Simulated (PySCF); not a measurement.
Work out the structure from these simulated measurements.

Elements present: C, F, H and O. Monoisotopic mass: 162.0104 u.

- 13C NMR: chemical shifts (computed TMS as zero) by class: 128.3 (1 C), 97.1 (1 C), 72.4 (1 C), 19.8 (1 C) ppm [GIAO PBE0/pcSseg-1]
- Polarisability: 54.0 au [CAM-B3LYP/def2-SVPD]
- NMR, other nuclei: isotropic shieldings of nuclei other than C and H, by class: 183 (1 O), 248 (3 F), 336 (1 F), 408 (1 F) ppm [GIAO PBE0/pcSseg-1]
- Couplings: largest of the computed one-bond spin–spin couplings (means over like bonds): 19F–13C -353.1, 19F–13C -339.0 (×3), 19F–13C -312.4, 13C–1H +203.8, 13C–1H +173.0, 13C–1H +170.7 Hz [B3LYP/pcJ-1, spin–dipole term left out for some pairs]
- UV, strongest line: among the 10 lowest singlet transitions: S8 at 10.05 eV (123 nm, f = 0.060) [TDDFT CAM-B3LYP/def2-SVPD]
- Rotational structure: rotational constants A, B, C: 2.130, 1.123, 0.918 GHz [PBE0-D3(BJ)/def2-SVP]

Gas-phase values; electronic properties from PySCF, density fitting. Levels stand in brackets. Isolated species at its PBE0-D3(BJ)/def2-SVP geometry (one conformer only). NMR classes are plain means over equivalent atoms (diastereotopic ones count apart unless rotation or inversion swaps them), as if these changed places fast.

Question: Which formula fits the mass and the elements?

Answer: C4H3F5O (calculated 162.0104). No other formula that holds each of these elements comes within 0.0003 u with a fitting electron parity and a possible valence count.

Question: Give a SMILES that accounts for the data.

Answer: Numbering: `[F:1][C@@H:2]1[CH2:3][C@:4]1([F:5])[O:6][C:7]([F:8])([F:9])[F:10]`. Its formula, C4H3F5O, gives 1 degree of unsaturation: 1 ring and 0 π bonds in the structure found. 4 carbons fall into 4 classes; from least to most shielded: CF3 carbon [C7] (128.3 ppm), sp3 C–F carbon [C4] (97.1 ppm), sp3 C–F carbon [C2] (72.4 ppm), three-membered-ring carbon [C3] (19.8 ppm). The other shieldings belong to: 183 ppm, ether oxygen [O6]; 248 ppm, fluorine of a CF3 group [F8/F9/F10]; 336 ppm, alkyl fluorine [F5]; 408 ppm, alkyl fluorine [F1]. The couplings run between: -353.1 Hz, alkyl fluorine [F5] and sp3 C–F carbon [C4]; -339.0 Hz, fluorine of a CF3 group [F8] and CF3 carbon [C7] (with 2 like pairs); -312.4 Hz, alkyl fluorine [F1] and sp3 C–F carbon [C2]; +203.8 Hz, sp3 C–F carbon [C2] and its hydrogen; +173.0 Hz, three-membered-ring carbon [C3] and its hydrogen; +170.7 Hz, three-membered-ring carbon [C3] and its hydrogen. The optimised geometry has point group C1 and is an asymmetric top. Structure: `C1[C@H]([C@]1(OC(F)(F)F)F)F`. The assignments are read from this structure; whether some other isomer fits the data as well wasn't checked. The mirror image fits equally.

Conformer computed: `[F:1][C@@H:2]1[CH2:3][C@:4]1([F:5])[O:6][C:7]([F:8])([F:9])[F:10]`: C3–C4–O6–C7 -151°, C4–O6–C7–F8 -85°.
